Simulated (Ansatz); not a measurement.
All numbers were calculated with Ansatz.

Basis-set series for BH5SeSi. The species carries charge 0 and has multiplicity 1. The bonds changed during the relaxation, so this is another structure than the one it started from. The geometry is a stationary point of PBE0-D4/def2-TZVP. It is one conformer, not always the lowest.

```xyz
8

B     0.361   -0.015    1.082
Si    0.519    0.523   -0.787
Se   -1.588   -0.228    0.050
H     0.735   -1.092    1.435
H     0.184    0.871    1.867
H     0.865   -0.372   -1.920
H     0.296    1.905   -1.280
H    -1.372   -1.593   -0.447
```

```
functional       basis  functions  energy (Eh)  HOMO (eV)  LUMO (eV)
   PBE0-D4    def2-SVP         89  -2718.04666      -7.37      -0.82
   PBE0-D4  def2-QZVPP        366  -2718.53296      -7.37      -1.08
   ωB97M-V    def2-SVP         89  -2718.29640      -9.38       1.09
   ωB97M-V  def2-QZVPP        366  -2718.78313      -9.41       0.53
```

Question: Give the rows for def2-TZVPP. (Estimate.)

Answer: The calculation gave: 
| functional | basis | functions | energy (Eh) | HOMO (eV) | LUMO (eV) |
| --- | --- | --- | --- | --- | --- |
| PBE0-D4 | def2-TZVPP | 191 | -2718.47108 | -7.37 | -1.01 |
| ωB97M-V | def2-TZVPP | 191 | -2718.72365 | -9.41 | 0.74 |

Positive LUMOs are unbound and depend on the basis. Scalar relativity is left out up to krypton.
